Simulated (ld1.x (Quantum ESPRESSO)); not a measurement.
phosphorus: one change to a TM potential, before and after

```
Element                 : P (Z = 15)
Generator               : ld1.x (Quantum ESPRESSO) 7.5
Type                    : norm-conserving Troullier–Martins (Kleinman–Bylander form)
Functional              : PBE
Relativity              : scalar-relativistic
Frozen core             : [Ne]
Valence charge          : 5
Reference configuration : 3s2 3p2.5 (charge +0.5)
Partial waves           : 3s (bound): rc 1.55 bohr; 3p (bound): rc 1.20 bohr
Local potential         : all-electron potential smoothed inside 1.35 bohr (lloc = -1)
Core correction         : a·sin(br)/r model core inside 0.85 bohr
```

Change: all radii but the core radius scaled by about 1.07 (s 1.66, p 1.28 bohr); local potential all-electron potential smoothed inside 1.44 bohr (lloc = -1).

Cutoffs: the cutoffs (Ry, on a coarse ladder) from which the occupation-weighted sum of valence levels, in a spherical-Bessel basis at the reference potential, stays within 10 and 1 mRy of its value at 400 Ry; they do not see the model core or the augmentation charge, which bear on the density cutoff. Errors are all-electron minus pseudo energies relative to the spin-unpolarised reference configuration.

What does the change do?

The potential gets neither clearly harder nor softer (70 Ry and 90 Ry → 60 Ry and 100 Ry); of the 7 tests that both files solve, the error grows in 0 and shrinks in 2 by more than 15 % and 0.3 meV (median size 2.1 → 1.3 meV); neither file shows a bound ghost.

| quantity | base | changed |
| --- | --- | --- |
| cutoff, loose | 70 Ry | 60 Ry |
| cutoff, tight | 90 Ry | 100 Ry |
| loose cutoff by channel (10 mRy a level) | s 18 Ry, p 60 Ry | s 18 Ry, p 50 Ry |
| bound ghosts | none | none |
| error for 3s2 3p3, meV [ΔE -3.77 eV] | +1.0 | +1.1 |
| error for 3s2 3p2, meV [ΔE 5.95 eV] | +1.3 | +1.3 |
| error for 3s2 3p1, meV [ΔE 25.10 eV] | +18 | +19 |
| error for 3s2 3p3.3, meV [ΔE -5.08 eV] | +2.1 | +2.1 |
| error for 3s1 3p4, meV [ΔE 4.76 eV] | +0.9 | -0.1 |
| error for 3s0 3p5, meV [ΔE 13.43 eV] | +4.8 | +0.7 |
| error for 3s2 3p0, meV [ΔE 54.84 eV] | +61 | +66 |
